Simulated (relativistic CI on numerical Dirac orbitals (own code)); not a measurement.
**Forbidden transitions in I⁵²⁺**

Method of calculation: Dirac equation for one electron, model QED (radiative potential, 1s self-energy scaled to tabulated hydrogen-like ionisation energies) (own radial code, finite nucleus).

Configurations in the expansion: 1s, 2s, 2p, 3s, 3p, 3d, 4s, 4p, 4d, 4f, 5s, 5p, 5d, 5f, 5g, 6s, 6p, 6d. Levels of other configurations are missing.

| λ vac (Å) | Lower | Upper | Type | A (s⁻¹) | log gf |
| --- | --- | --- | --- | --- | --- |
| 0.3208 | 1s ²S1/2 [1] | 6d ²D5/2 [30] | E2 | 2.25e+12 | -3.68 |
| 0.3208 | 1s ²S1/2 [1] | 6d ²D3/2 [28] | E2 | 2.40e+12 | -3.83 |
| 0.3247 | 1s ²S1/2 [1] | 5d ²D5/2 [22] | E2 | 3.70e+12 | -3.45 |
| 0.3248 | 1s ²S1/2 [1] | 5d ²D3/2 [19] | E2 | 3.97e+12 | -3.60 |
| 0.3322 | 1s ²S1/2 [1] | 4d ²D5/2 [15] | E2 | 6.43e+12 | -3.19 |
| 0.3324 | 1s ²S1/2 [1] | 4d ²D3/2 [12] | E2 | 6.91e+12 | -3.34 |
| 0.3497 | 1s ²S1/2 [1] | 3d ²D5/2 [9] | E2 | 1.15e+13 | -2.90 |
| 0.3500 | 1s ²S1/2 [1] | 3d ²D3/2 [7] | E2 | 1.25e+13 | -3.04 |
| 0.4176 | 1s ²S1/2 [1] | 2s ²S1/2 [3] | M1 | 5.14e+11 | -4.57 |

Terms are leading LS components. Brackets give the number of a level in order of energy, since labels repeat. The list gives strong lines, with weight on those to low levels. Levels whose partners in the same complex of configurations lie outside the list can be far off, and so can their lines. Rates are taken at the computed energies, electric ones in the length gauge.
